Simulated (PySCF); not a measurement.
Working out the ionisation energy of Pd

Pd [Kr] 4d10 (1S) → Pd⁺ [Kr] 4d9 (2D). Computed with PySCF 2.14 in def2-TZVPPD with the def2 core potential (28 electrons) (6s4p3d2f1g, 56 functions), with a scalar-relativistic core potential. Frozen: 4s2 4p6. Energies in hartree (1 hartree = 27.21139 eV):

```json
{"part": "UHF", "Pd (lower)": "-127.030194", "Pd⁺ (upper)": "-126.801428"}
{"part": "CCSD correlation", "Pd (lower)": "-0.328835", "Pd⁺ (upper)": "-0.267117"}
{"part": "(T)", "Pd (lower)": "-0.013861", "Pd⁺ (upper)": "-0.008353"}
```

What does Hartree-Fock give?

(-126.801428) − (-127.030194) = 0.228766 hartree = 6.225 eV.

What do CCSD and CCSD(T) give?

The CCSD correlation energies differ by 0.061718 hartree = 1.679 eV and the triples by 0.005508 hartree = 0.150 eV, so CCSD gives 7.904 eV and CCSD(T) 8.054 eV.

Measured between the centres of the two terms (NIST): 8.512 eV, so CCSD(T) (valence) is off by -0.458 eV.

What remains against the reference includes basis incompleteness, the frozen core and higher excitations.
